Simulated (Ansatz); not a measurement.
`[OH][GeH2][OH]` + `SS` → `[OH][GeH2][S]S` + H₂O  (ligand exchange at a Ge–O bond)

Calculated with Ansatz (gas phase, PBE0-D4/def2-TZVP geometries, no zero-point term in ΔE). CCSD(T)/CBS is the MP2 limit (def2-TZVPP, def2-QZVPP) plus CCSD(T) − MP2 in def2-TZVPP, frozen cores. This one scheme is used for every species. Functionals use def2-TZVPP. For Ge outer-core shells are correlated without core-valence functions, which leaves a few kJ/mol of doubt a bond. Scalar relativity is left out up to krypton. One conformer a species, not always the lowest.

| level | ΔE (kcal/mol) |
| --- | --- |
| r2SCAN-D4 | -4.8 |
| CAM-B3LYP-D4 | -2.8 |
| ωB97X-V | -3.2 |
| HF/CBS(def2) | 0.5 |

Q: What does CCSD(T)/CBS give? (Estimate.)

A: Computed: -5.3 kcal/mol. The listed levels differ from it by 0.5, 2.5, 2.1, 5.8 kcal/mol.

Largest T1 diagnostic among the species: 0.012.

Leaving LDA and LC-ωPBE aside and taking each functional with its dispersion term where it has one, the values, not all of them listed here, spread over 4.0 kcal/mol, from revPBE-D4 to CAM-B3LYP-D4. LDA lies −0.9 kcal/mol from PBE without D4. At CCSD(T), def2-SVP lies +2.9 kcal/mol from the extrapolated value and def2-TZVPP +1.4 kcal/mol.
